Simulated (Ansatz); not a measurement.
Pulling on the H–H spacing in H6 chain (multiplicity 1 held). Energies count from the point at 0.900 Å.
Geometry at that point (charge 0, multiplicity 1):
```tsv
atom	x (Å)	y (Å)	z (Å)
H	0.0000	0.0000	0.0000
H	0.0000	0.0000	0.9000
H	0.0000	0.0000	1.8000
H	0.0000	0.0000	2.7000
H	0.0000	0.0000	3.6000
H	0.0000	0.0000	4.5000
```

Restricted levels (R-, RO-) in cc, def2 and unpolarised 6-31G sets keep to the state of the molecule at rest. Unrestricted levels (U-) break spin symmetry where that is lower. Curves can end on different states.

The values were computed with Ansatz (an electronic-structure program). Each number belongs to the level named beside it.

### Question
One of these levels gives 1748.3 kJ/mol for the energy at R = 3.600 Å. Which one is it?
(A) R-SCS-MP2/cc-pVTZ
(B) R-r2SCAN/cc-pVTZ
(C) U-HF/cc-pVTZ
(D) U-MP2/cc-pVTZ

### Answer
B, R-r2SCAN/cc-pVTZ. The others give 664.9 (U-HF/cc-pVTZ), 975.0 (U-MP2/cc-pVTZ), 1312.2 (R-SCS-MP2/cc-pVTZ)

Doubts at one or more of the structures used: a spin-contaminated determinant (U-HF/cc-pVTZ, U-MP2/cc-pVTZ); a restricted determinant that unrestricted orbitals would lower (R-r2SCAN/cc-pVTZ, R-SCS-MP2/cc-pVTZ).
